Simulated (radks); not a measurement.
Values are calculated unless marked as measured or tabulated.
Q: Coherent X-ray form factor from a spherical all-electron density. Level of theory: non-relativistic Kohn-Sham, LDA (Slater exchange, Perdew-Wang correlation), spin-unpolarised, spherical densities, point nucleus (a radial shooting solver on a logarithmic mesh with Libxc functionals).

| sin(theta)/lambda (1/angstrom) | f0 (electrons) |
|---|---|
| 0.05 | 19.830 |
| 0.1 | 19.335 |
| 0.15 | 18.558 |
| 0.2 | 17.564 |
| 0.25 | 16.427 |
| 0.3 | 15.222 |
| 0.4 | 12.860 |
| 0.5 | 10.837 |
| 0.6 | 9.282 |
| 0.8 | 7.371 |
| 1 | 6.334 |
| 1.25 | 5.373 |
| 1.5 | 4.469 |
| 2 | 2.944 |

The species is in the configuration that NIST lists as its ground one. Which atom or ion scatters so?

A: The manganese ion Mn5+, [Ar] 3d2. Extrapolating in s^2 from the first two rows gives f0(0) = 20.0, near the electron count 20; among species with that count, the fall with angle is slower the higher Z, and the table is that of Z = 25; from so few rows the species is fixed only to a neighbour or two.
